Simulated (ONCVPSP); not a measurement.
## Before and after: ONCV potential for chlorine (Cl)

```
Element                 : Cl
Generator               : ONCVPSP 4.0.1
Type                    : optimised norm-conserving Vanderbilt (ONCV)
Functional              : PBE
Relativity              : scalar-relativistic
Frozen core             : [Ne]
Valence charge          : 7
Reference configuration : 3s1.75 3p5.25
Partial waves           : 3s: rc 1.35 bohr, ncon 3, nbas 7, qcut 3.8 1/bohr, 2 projectors, debl 0.9 Ha; 3p: rc 1.50 bohr, ncon 4, nbas 7, qcut 4.6 1/bohr, 2 projectors, debl 3.4 Ha
Local potential         : polynomial inside 0.95 bohr (lpopt 1, dvloc0 -1 Ha)
Core correction         : none
```

Change: all radii scaled by about 0.88 (s 1.18, p 1.32 bohr); local potential polynomial inside 0.84 bohr (lpopt 1, dvloc0 -1 Ha).

Cutoffs: the cutoffs (Ha) at which the residual kinetic energy of the hardest occupied pseudo-wave falls to 1 and 0.1 mHa per electron; they do not see the model core or the augmentation charge, which bear on the density cutoff. Errors are all-electron minus pseudo energies relative to the spin-unpolarised reference configuration.

How do hardness, ghosts and transferability respond?

The potential gets harder (67 Ha and 109 Ha → 86 Ha and 136 Ha); of the 4 tests that both files solve, the error grows in 1 and shrinks in 2 by more than 15 % and 0.3 meV (median size 1.8 → 1.9 meV); neither file shows a bound ghost. A smaller radius makes the pseudo-wave follow the all-electron one further in, where it bends more sharply, so more plane waves are needed.

```tsv
quantity	base	changed
cutoff, loose	67 Ha	86 Ha
cutoff, tight	109 Ha	136 Ha
loose cutoff by channel	s 67 Ha, p 7.6 Ha	s 86 Ha, p 9.6 Ha
bound ghosts	none	none
GHOST(+) flags under 300 eV	s at 192.1 eV	s at 134.9 eV
error for 3s2 3p5, meV [ΔE -3.03 eV]	-0.9	-0.7
error for 3s2 3p4, meV [ΔE 10.85 eV]	+1.4	+0.3
error for 3s2 3p3, meV [ΔE 36.29 eV]	+16	+11
error for 3s1 3p5, meV [ΔE 23.56 eV]	+2.2	+3.2
```
